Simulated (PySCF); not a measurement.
# Hg²⁺: excitation energy

Hg²⁺ [Xe] 4f14 5d10 (1S) → Hg²⁺ [Xe] 4f14 5d9 6s1 (3D), as a difference of total energies. Computed with PySCF 2.14 in def2-TZVPPD with the def2 core potential (60 electrons), with a scalar-relativistic core potential. Correlated levels: valence and next inner shell: nothing frozen outside the core potential. The calculations carry no spin-orbit coupling.

```tsv
method	excitation energy (cm⁻¹)
UHF	47639
MP2 (valence and next inner shell)	48167
SCS-MP2 (valence and next inner shell)	48767
CCSD (valence and next inner shell)	47961
CCSD(T) (valence and next inner shell)	47952
```
